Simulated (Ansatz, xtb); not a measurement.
**Two structures of HMgO2Si−**

Structure X is a singlet given by its coordinates and structure Y is a singlet given by its coordinates. Both are isolated ions in the gas phase, relaxed with r2SCAN-D4/def2-SVPD.

X (Å):

```xyz
5

Mg   -0.1436   -0.2896    3.3738
O    -3.5045   -2.5455    4.0044
O    -1.3436   -1.4659    2.4433
Si   -2.2184   -1.6554    3.8465
H     1.2754    0.7241    3.2988
```

Close contacts (Å): Mg1–O3 1.92, Mg1–Si4 2.53, O2–Si4 1.57, O3–Si4 1.66, Mg1–H5 1.75.

Y (Å):

```yaml
atoms:
  - { symbol: Mg, position_ang: [0.0713, 0.4276, -0.4397] }
  - { symbol: O, position_ang: [0.8360, -0.9234, 0.7714] }
  - { symbol: O, position_ang: [-1.3920, -0.8890, -0.4819] }
  - { symbol: Si, position_ang: [-0.5278, -1.8596, 0.5627] }
  - { symbol: H, position_ang: [0.4815, 1.9937, -1.1258] }
```

Close contacts (Å): Mg1–O2 1.97, Mg1–O3 1.97, Mg1–Si4 2.57, O2–Si4 1.67, O3–Si4 1.67, Mg1–H5 1.76.

Quicker runs give these differences E(Y) − E(X): GFN2-xTB −29.5 kJ/mol; HF/STO-3G −419.3 kJ/mol (at GFN2-xTB geometries); r2SCAN-D4/def2-SVPD//GFN2-xTB −114.0 kJ/mol.

Problem. Estimate E(Y) − E(X) at the level CCSD(T)/def2-SVPD + ΔMP2/def2-TZVPPD.

Solution. Calculated at CCSD(T)/def2-SVPD + ΔMP2/def2-TZVPPD: E(Y) − E(X) = −119.0 kJ/mol, so structure Y lies lower.

How the difference moves with the method:

| level | geometry | E(Y) − E(X) (kJ/mol) | departure from the last row (kJ/mol) | job, with rough time for the two |
| --- | --- | --- | --- | --- |
| GFN2-xTB | GFN2-xTB | −29.5 | +89.5 | optimisation, 0.69 s |
| HF/STO-3G | GFN2-xTB | −419.3 | −300.3 | single point, 1.4 s |
| r2SCAN-D4/def2-SVPD//GFN2-xTB | GFN2-xTB | −114.0 | +5.0 | single point, 11 s |
| r2SCAN-D4/def2-SVPD | r2SCAN-D4/def2-SVPD | −117.2 | +1.8 | optimisation, 1.7 min |
| HF/def2-SVPD | r2SCAN-D4/def2-SVPD | −146.9 | −27.9 | part of the CCSD(T) run |
| MP2/def2-SVPD | r2SCAN-D4/def2-SVPD | −122.0 | −2.9 | part of the CCSD(T) run |
| CCSD(T)/def2-SVPD | r2SCAN-D4/def2-SVPD | −128.7 | −9.7 | single point |
| CCSD(T)/def2-SVPD + ΔMP2/def2-TZVPPD | r2SCAN-D4/def2-SVPD | −119.0 |  | single point, 66 s |

None of the levels shown reverses the order. The largest departure from CCSD(T)/def2-SVPD + ΔMP2/def2-TZVPPD is that of HF/STO-3G, 300.3 kJ/mol. The last row adds to CCSD(T) the change of the MP2 difference between the two basis sets, here +9.7 kJ/mol.

With harmonic frequencies from r2SCAN-D4/def2-SVPD (ideal gas, rigid rotor, one conformer each, 298.15 K, 1 atm): the zero-point term adds +1.7 kJ/mol; ΔH is −118.9 and ΔG −113.5 kJ/mol.

The T1 diagnostic of structure X is large, so the coupled-cluster value is less sure. The correlated steps freeze 8 core orbitals; the last core shell of Mg is correlated, in a basis made for valence electrons. Programs: Ansatz 0.2.0, xtb 6.7.1; the last row on 1 thread of AMD EPYC (Zen 3) on a shared host.
